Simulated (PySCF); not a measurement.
Species: C₈H₉NSi.
Atom-mapped SMILES: `[CH:1]#[C:2][SiH2:3][n:4]1[cH:5][cH:6][c:7]([CH:8]=[CH2:9])[cH:10]1`

Structure used (GFN2-xTB), in Å, numbered top down from 1:
```
atom  x, y, z in Å
C1     4.2780   -0.0792   -1.2634
C2     3.5207   -0.3024   -0.3563
Si3    2.3522   -0.6334    1.0393
N4     0.7613   -0.1055    0.5291
C5     0.4247    1.1804    0.1889
C6    -0.8927    1.2414   -0.1317
C7    -1.4218   -0.0760    0.0109
C8    -2.7754   -0.5280   -0.2151
C9    -3.7961    0.2465   -0.5648
C10   -0.3710   -0.8608    0.4151
H11    4.9394    0.1139   -2.0591
H12    2.7419    0.1600    2.2085
H13    2.2385   -2.0671    1.2980
H14    1.1690    1.9527    0.2003
H15   -1.4327    2.1154   -0.4369
H16   -2.9289   -1.5916   -0.0760
H17   -4.7837   -0.1533   -0.7193
H18   -3.6828    1.3073   -0.7078
H19   -0.3505   -1.9111    0.6327
```

Probes without a nucleus sit at each ring's centroid and 1 Å off its mean plane on both sides; NICS is minus the shielding there, NICSzz its component along the normal. Level: GIAO PBE0/pcSseg-1 (PySCF, non-relativistic, gas phase) on the GFN2-xTB geometry, one conformer.

Ring bond lengths (Å), with Mayer bond orders in brackets: N4–C5 1.372 (1.10), C5–C6 1.357 (1.59), C6–C7 1.427 (1.32), C7–C10 1.372 (1.49), C10–N4 1.366 (1.10).

Question: What do the NICS probes read (ppm)?

Answer: 
```
           ring                                               type  NICS(0)  NICS(1), two faces  NICS(1)zz, two faces  rms pucker (Å)  centre to ring atoms, mean (Å)
N4–C5–C6–C7–C10  5-membered ring with N; formal bonds all aromatic    -11.3       -10.0 / -10.0         -25.5 / -25.8            0.00                            1.17
```

Question: What do they say, and how far can they be read as aromaticity?

Answer: 
- N4–C5–C6–C7–C10: mean NICS(1)zz -25.6 ppm, shielded. The ring is flat and has no four-coordinate atom; by the NICS criterion it is aromatic.

Question: And the bond-length index? HOMA = 1 − mean of α(R − Ropt)² over the ring bonds, with Krygowski's 1993 parameters (CC: Ropt 1.388 Å, α 257.7 Å⁻²; CN: Ropt 1.334 Å, α 93.52 Å⁻²).

Answer: 
- N4–C5–C6–C7–C10: HOMA 0.81; the largest term is that of C6–C7, α(R − Ropt)² = 0.39. The geometric and the magnetic index point the same way.

Question: At the first NICS(1) probe listed for ring N4–C5–C6–C7–C10, 1 Å off the ring, what do the in-plane components average?

Answer: The isotropic value is a third of the trace: (3 × -10.0 − (-25.5))/2 = -2.2 ppm.

Question: How shielded are the nuclei of the rings and their hydrogens (means over atoms taken as equivalent)?

Answer: 
```json
{"atoms": "N4", "environment": "pyrrole-type nitrogen", "σ isotropic (ppm)": "98.3"}
{"atoms": "C5", "environment": "aromatic CH next to a ring nitrogen", "σ isotropic (ppm)": "57.9"}
{"atoms": "C6", "environment": "aromatic CH carbon", "σ isotropic (ppm)": "71.2"}
{"atoms": "C7", "environment": "substituted aromatic carbon", "σ isotropic (ppm)": "54.1"}
{"atoms": "C10", "environment": "aromatic CH next to a ring nitrogen", "σ isotropic (ppm)": "58.2"}
{"atoms": "H14", "environment": "aromatic hydrogen", "σ isotropic (ppm)": "24.87"}
{"atoms": "H15", "environment": "aromatic hydrogen", "σ isotropic (ppm)": "24.63"}
{"atoms": "H19", "environment": "aromatic hydrogen", "σ isotropic (ppm)": "25.23"}
```

On Arm Neoverse N1, one thread, no GPU (shared host), this took 1.7 min (with the writing of density and orbital grids) and 0.97 GiB of memory at its peak. This is the whole shielding run at PBE0/pcSseg-1, SCF included.
